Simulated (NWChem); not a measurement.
Species: C₅H₈NO, doublet; SMILES CN1CC[CH]C1=O

```xyz
15

C      1.2791     1.6606    -0.1475
N      0.5480     0.4204    -0.0837
C      1.2002    -0.8756    -0.0460
C      0.0297    -1.8993     0.0181
C     -1.1901    -1.0450     0.0078
C     -0.8425     0.3690    -0.0547
O     -1.5864     1.3467    -0.0788
H      0.5470     2.4710    -0.1648
H      1.9356     1.7829     0.7257
H      1.8997     1.7125    -1.0533
H      1.8257    -1.0240    -0.9381
H      1.8619    -0.9545     0.8286
H      0.0908    -2.5255     0.9203
H      0.0564    -2.5961    -0.8324
H     -2.2129    -1.3965     0.0416
```
Atoms are numbered in this order, from 1.

All runs: NWChem. Pople sets run with spherical d functions. Spin-unrestricted. Coordinates come from a B3LYP/6-31G* (spherical d), spin-unrestricted optimisation. No stability test was run on the SCF state. Vzz is the largest principal value of the second derivative of the potential at the nucleus (NWChem prints the opposite sign); η is the asymmetry. Non-relativistic.

### Question
What does the run give for PBE/6-31G*? Quantities: Vzz N2 (a.u.); η N2; Vzz O7 (a.u.); η O7.

### Answer
| Quantity | Value |
|---|---|
| Vzz N2 (a.u.) | -0.892 |
| η N2 | 0.13 |
| Vzz O7 (a.u.) | -1.355 |
| η O7 | 0.36 |
